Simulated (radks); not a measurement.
Question: The mean radii <r> (bohr) of the occupied orbitals of an atom or ion are listed with their occupations. Calculated with a radial shooting solver on a logarithmic mesh with Libxc functionals: non-relativistic Kohn-Sham, LDA (Slater exchange, Perdew-Wang correlation), spin-polarised, spherical densities, point nucleus.

| orbital | occ. | <r> |
|---|---|---|
| 1s up | 1 | 0.01994 |
| 1s down | 1 | 0.01994 |
| 2s up | 1 | 0.08412 |
| 2s down | 1 | 0.08412 |
| 2p up | 3 | 0.07111 |
| 2p down | 3 | 0.07111 |
| 3s up | 1 | 0.2132 |
| 3s down | 1 | 0.2132 |
| 3p up | 3 | 0.2033 |
| 3p down | 3 | 0.2033 |
| 3d up | 5 | 0.1779 |
| 3d down | 5 | 0.1779 |
| 4s up | 1 | 0.4732 |
| 4s down | 1 | 0.4731 |
| 4p up | 3 | 0.4789 |
| 4p down | 3 | 0.4788 |
| 4d up | 5 | 0.4917 |
| 4d down | 5 | 0.4915 |
| 5s up | 1 | 1.108 |
| 5s down | 1 | 1.103 |
| 4f up | 7 | 0.5424 |
| 4f down | 7 | 0.5403 |
| 5p up | 3 | 1.215 |
| 5p down | 3 | 1.210 |
| 5d up | 5 | 1.665 |
| 5d down | 1 | 1.686 |
| 7d up | 1 | 11.27 |

Name the element and its charge. Open shells, if any, are filled with parallel spins first.

Answer: Z = 76, osmium, charge +1: Os+ in [Xe] 4f14 5d6 7d1. The 1s radius gives Z: for a bare nucleus <r> = 1.5/Z, 0.01974 bohr for Z = 76, and screening makes it slightly larger (0.01994 here). The occupations add up to 75, and the charge is Z minus that.
